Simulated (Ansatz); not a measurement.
`F[SiH2]OBS` and `[BH2][GeH2][O][SiH2]F` differ in one atom or group.

Ansatz, PBE0-D4/def2-TZVP geometries, multiplicity 1. Each molecule was computed in one conformer, which needn't be the lowest.

Scalar relativity is left out up to krypton.

| property | `F[SiH2]OBS` |
| --- | --- |
| HOMO energy (PBE0/def2-TZVPP) / eV | -7.97 |
| HOMO energy (ωB97M-V/def2-TZVPP) / eV | -10.16 |
| HOMO–LUMO gap (PBE0/def2-TZVPP) / eV | 7.53 |
| LUMO energy (B3LYP/def2-TZVPP) / eV | -0.64 |
| LUMO energy (PBE/def2-TZVPP) / eV | -1.41 |
| size of the dipole moment (ωB97M-V/def2-TZVPP) / D | 1.50 |

Task: Give the same properties after the change, and the shifts. (An estimate is asked.)

Result: Ansatz gave: 
```json
{"property": "HOMO energy (PBE0/def2-TZVPP) / eV", "`[BH2][GeH2][O][SiH2]F`": "-8.50", "shift": "-0.53"}
{"property": "HOMO energy (ωB97M-V/def2-TZVPP) / eV", "`[BH2][GeH2][O][SiH2]F`": "-10.69", "shift": "-0.53"}
{"property": "HOMO–LUMO gap (PBE0/def2-TZVPP) / eV", "`[BH2][GeH2][O][SiH2]F`": "5.70", "shift": "-1.83"}
{"property": "LUMO energy (B3LYP/def2-TZVPP) / eV", "`[BH2][GeH2][O][SiH2]F`": "-3.01", "shift": "-2.37"}
{"property": "LUMO energy (PBE/def2-TZVPP) / eV", "`[BH2][GeH2][O][SiH2]F`": "-3.81", "shift": "-2.40"}
{"property": "size of the dipole moment (ωB97M-V/def2-TZVPP) / D", "`[BH2][GeH2][O][SiH2]F`": "2.91", "shift": "1.41"}
```

With PBE0 the HOMO falls by 0.53 eV and the LUMO falls by 2.35 eV, so the gap narrows by about 1.82 eV. PBE moves the HOMO by -0.29 eV and ωB97M-V by -0.53 eV. Dipoles are sizes alone; their direction can turn.

B3LYP here is the variant with VWN-RPA as its local correlation; programs differ in this.
